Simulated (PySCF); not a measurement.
F2S, charge +1, multiplicity 2. Atoms are numbered in the order given.

```xyz
3

F      0.0000    -1.1796    -0.4490
S      0.0000     0.0000     0.5052
F      0.0000     1.1796    -0.4490
```
Charge +1, spin multiplicity 2.

Geometry: B3LYP-D3(BJ)/def2-TZVP. The spin state was assumed, not searched.

The numbers are results of TDA-PBE/def2-TZVPD (PySCF 2.14.0), not measurements.

Vertical excitations. Isolated molecule, no solvent.

Computed excitation energies, oscillator strengths and character:
```csv
state,energy (eV),λ (nm),f,main pairs
root 1,4.48,277,0.000,α HOMO→LUMO 100 %
root 2,5.08,244,0.000,"α HOMO→LUMO+1 55 %, β HOMO→LUMO 45 %"
root 3,5.66,219,0.018,"α HOMO→LUMO+1 44 %, β HOMO→LUMO 54 %"
root 4,5.81,213,0.000,β HOMO−1→LUMO 100 %
root 5,6.49,191,0.014,β HOMO−2→LUMO 91 %
root 6,7.78,159,0.000,"α HOMO−1→LUMO 44 %, β HOMO→LUMO+1 53 %"
root 7,7.86,158,0.009,β HOMO−3→LUMO 90 %
root 8,8.16,152,0.006,β HOMO−4→LUMO 98 %
root 9,8.69,143,0.001,"α HOMO−2→LUMO 61 %, β HOMO−1→LUMO+1 38 %"
root 10,8.87,140,0.000,"α HOMO−1→LUMO+1 57 %, β HOMO→LUMO+2 41 %"
```
Unrestricted roots are not spin-pure.
